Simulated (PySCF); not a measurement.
## Diatomics of I with the second period

PBE0 with triple-zeta basis sets in PySCF, for the lowest determinant that a PBE0 search found; no spin–orbit coupling. De refers to high-spin ground-configuration atoms. A positive dipole means M(−)I(+).

```json
{"M": "Li", "basis": "def2-TZVPP", "state (unpaired electrons)": "singlet (closed shell)", "Re (Å)": "2.390", "ωe (cm⁻¹)": "501", "De (eV)": "3.67", "μ (D)": "-7.22"}
{"M": "Be", "basis": "def2-TZVPP", "state (unpaired electrons)": "doublet (σ ↑)", "Re (Å)": "2.190", "ωe (cm⁻¹)": "603", "De (eV)": "2.87", "μ (D)": "-0.59"}
{"M": "B", "basis": "def2-TZVPP", "state (unpaired electrons)": "singlet (closed shell)", "Re (Å)": "2.131", "ωe (cm⁻¹)": "582", "De (eV)": "3.76", "μ (D)": "1.40"}
{"M": "C", "basis": "def2-TZVPP", "state (unpaired electrons)": "doublet (π ↑)", "Re (Å)": "2.020", "ωe (cm⁻¹)": "653", "De (eV)": "3.11", "μ (D)": "1.76"}
{"M": "O", "basis": "def2-TZVPP", "state (unpaired electrons)": "doublet (π ↑)", "Re (Å)": "1.867", "ωe (cm⁻¹)": "697", "De (eV)": "2.49", "μ (D)": "2.36"}
{"M": "F", "basis": "def2-TZVPP", "state (unpaired electrons)": "singlet (closed shell)", "Re (Å)": "1.904", "ωe (cm⁻¹)": "636", "De (eV)": "2.86", "μ (D)": "1.91"}
```

Question: By what factor does the bond length vary along the series?

Answer: At PBE0 it runs from 1.867 Å (IO) to 2.390 Å (LiI), a factor of 1.28.

The state changes along the series, so neighbouring rows are not always alike in their bonding.

These are scalar-relativistic numbers at best; spin–orbit coupling would shift them, the dissociation energy most. States were picked by a PBE0 search and need not be the measured ground states.
